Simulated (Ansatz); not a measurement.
Born–Oppenheimer molecular dynamics of CH6ClNSi2 (11 atoms, charge 0, multiplicity 1). It starts at the highest image of a converged band. Of that band: The profile has 2 maxima (images 2, 6) with wells between them (image 4): this band takes more than one step, which may be the mechanism or a detour left from its start path. Neighbouring images differ by up to 2.4 eV, so the band resolves the path poorly. A vibrational analysis at the climbing image gives one clearly imaginary mode, 1377i cm⁻¹: a first-order saddle point.

Theory: RKS r2SCAN/def2-SVP (Ansatz 0.2.0).

| Quantity | Value |
| --- | --- |
| ensemble | NVE (velocity Verlet) |
| time step | 0.5 fs |
| steps asked | 200 |
| starting velocities drawn for | 100 K |
| seed | 11415 |

First frame:

```xyz
11
Properties=species:S:1:pos:R:3
Si -2.073 0.080 0.774
N -0.458 0.807 0.589
C 0.752 0.562 0.242
Si 1.397 -0.734 -0.968
Cl 2.055 1.526 0.989
H -2.992 1.247 0.649
H -2.427 -0.975 -0.241
H -0.863 0.635 1.808
H 2.143 -1.788 -0.218
H 2.309 -0.076 -1.943
H 0.224 -1.343 -1.662
```

Q: How far do the bonds stretch over the last three quarters of this one trajectory? (Pairs bonded in most of those frames.)

A: 
```tsv
bond	mean (Å)	spread (Å)	shortest	longest
Si1–N2	1.888	0.062	1.77	1.99
Si1–H6	1.523	0.027	1.47	1.58
Si1–H7	1.519	0.014	1.49	1.54
N2–C3	1.312	0.022	1.27	1.34
N2–H8	1.053	0.042	0.96	1.14
C3–Si4	1.895	0.053	1.80	2.00
C3–Cl5	1.767	0.058	1.71	1.90
Si4–H9	1.493	0.020	1.46	1.53
Si4–H10	1.489	0.011	1.47	1.51
Si4–H11	1.489	0.019	1.46	1.52
```

Mean temperature of the second half: 602 K. The conserved energy stayed within 0.27 meV per atom of its start (net change 0.072 meV per atom), so the integration is sound. The kinetic energy rose, since the run started high on the potential surface and went downhill. A run of 0.1 ps of so small a system gives no equilibrium averages. The orbitals stay closed-shell, which can raise the energy where a bond breaks towards radicals; this wasn't checked here.

Time of the run: 8.9 min on 2 threads of Intel(R) Xeon(R) Platinum 8488C (Sapphire Rapids) (shared host), peak memory 0.2 GiB.
